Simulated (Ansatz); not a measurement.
Calculated with Ansatz (gas phase, PBE0-D4/def2-TZVP geometries, no zero-point term in ΔE). CCSD(T)/CBS is the MP2 limit (def2-TZVPP, def2-QZVPP) plus CCSD(T) − MP2 in def2-TZVPP, frozen cores. This one scheme is used for every species. Functionals use def2-TZVPP. B3LYP here is the variant with VWN-RPA as its local correlation; programs differ in this. One conformer a species, not always the lowest.

Consider the redistribution: `O[SiH]([SiH3])Cl` + `O[SiH](O)O[Si](O)(F)F` → `O[SiH](Cl)O[Si](O)(F)F` + `O[SiH](O)[SiH3]`.

Is it downhill or uphill in electronic energy at CCSD(T)/CBS, and by how much? (Best estimate.)

Computed: Uphill: ΔE = +14.4 kJ/mol.

What do these levels give: r2SCAN-D4, ωB97M-V, PBE, B3LYP, MP2/def2-QZVPP, CCSD/CBS(def2)? (Estimate.)

Ansatz gave: r2SCAN-D4 13.2, ωB97M-V 13.1, PBE 12.5, B3LYP 14.1, MP2/def2-QZVPP 14.0, CCSD/CBS(def2) 14.9 kJ/mol.

Largest T1 diagnostic among the species: 0.013.
